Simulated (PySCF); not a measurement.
CaCl, SMILES [Cl][Ca+], charge +1. Atoms are numbered in the order given.

```xyz
2

Ca     0.0000     0.0000    -1.0652
Cl     0.0000     0.0000     1.2531
```
Charge +1, spin multiplicity 1.

Geometry optimised at PBE-D3(BJ)/def2-TZVPD. The multiplicity is an assumed one; other spin states were not compared.

Calculation: PBE0/pcSseg-2 run with PySCF.

GIAO shieldings, no solvent; atoms alike by connectivity are averaged. δ = σ(ref) − σ: ³⁵Cl against HCl (σ = 943.3 ppm), references at their B3LYP-D3(BJ)/def2-TZVP geometries, non-relativistic (without spin–orbit terms, shifts of atoms bonded to Cl or Br come out too high).

Computed chemical shifts:
```tsv
nucleus	atoms	count	δ (ppm)
³⁵Cl	Cl2	1	556.0
```
